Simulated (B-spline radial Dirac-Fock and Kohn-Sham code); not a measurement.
Tl 6s: cross section and angular parameters

System: the free thallium atom, configuration [Xe] 4f14 5d10 6s2 6p1; threshold 11.84 eV (orbital energy of the model). Level of theory: Dirac-Hartree-Slater photoionisation with a Latter tail; cross sections with all multipoles, angular parameters from the dipole term and its interference with E2; a radial B-spline solver.

Input file task.json (cfg lists n, l and occupation; rrms is the nuclear radius in fm):

```json
{"items": [{
  "Z": 81,
  "q": 0,
  "cfg": [[1, 0, 2], [2, 0, 2], [2, 1, 6], [3, 0, 2], [3, 1, 6], [3, 2, 10], [4, 0, 2], [4, 1, 6], [4, 2, 10], [4, 3, 14], [5, 0, 2], [5, 1, 6], [5, 2, 10], [6, 0, 2], [6, 1, 1]],
  "A": 205,
  "rrms": 5.4759,
  "do": "xps",
  "hv": [52.2, 60, 81.3, 82.2, 106.0, 115.0, 135.0, 145.0, 150, 163.0, 275.0, 300, 373.0, 400, 456.0, 479.0, 585.0, 944.0, 1040.0, 1253.6, 1486.9, 2360.0, 4720.0, 5510.0, 5820.0, 6120.0, 8047.8, 10000.0, 11500.0, 12000],
  "edges": {"K": 85530.0, "L1": 15347.0, "L2": 14698.0, "L3": 12658.0, "M1": 3704.0, "M2": 3416.0, "M3": 2957.0, "M4": 2485.0, "M5": 2389.0, "N1": 846.2, "N2": 720.5, "N3": 609.5, "N4": 405.7, "N5": 385.0, "N6": 122.2, "N7": 117.8, "O1": 136.0, "O2": 94.6, "O3": 73.5}
}]}
```

Command: `python xray2_run.py task.json out`

For linearly polarised light dσ/dΩ = σ/(4π) [1 + β P₂(cos θ) + (δ + γ cos²θ) sin θ cos φ], with θ from the polarisation vector and φ the angle between the beam and the projection of the electron momentum on the plane normal to the polarisation.

```
hν (eV)  σ (kb)       β       γ
   52.2    35.9  -0.305  -0.151
     60    33.8   0.111  -0.151
   81.3    29.3   0.793  -0.077
   82.2    29.1   0.810  -0.073
    106    23.9   1.117   0.010
    115    22.3   1.189   0.036
    135    19.3   1.309   0.086
    145    18.0   1.353   0.108
    150    17.4   1.373   0.118
    163    16.0   1.419   0.143
    275    8.99   1.622   0.292
    300    8.10   1.647   0.316
    373    6.18   1.697   0.369
    400    5.65   1.711   0.385
    456    4.75   1.735   0.412
    479    4.45   1.744   0.422
    585    3.37   1.773   0.455
    944    1.66   1.824   0.484
   1040    1.44   1.832   0.482
 1253.6    1.08   1.847   0.468
 1486.9   0.825   1.858   0.445
   2360       ?       ?       ?
   4720   0.118   1.910   0.032
   5510  0.0895   1.914  -0.034
   5820  0.0810   1.915  -0.056
   6120  0.0738   1.917  -0.075
 8047.8  0.0443   1.922  -0.155
  10000  0.0293   1.926  -0.177
  11500  0.0223   1.928  -0.164
  12000  0.0205   1.928  -0.155
```

Problem. Give the values at 2360 eV.

Solution. σ = 0.390 kb, β = 1.884, γ = 0.325. For an s subshell δ is negligible.

Values without a named source are computed, but for edge energies of neutral atoms, which are taken from tables.
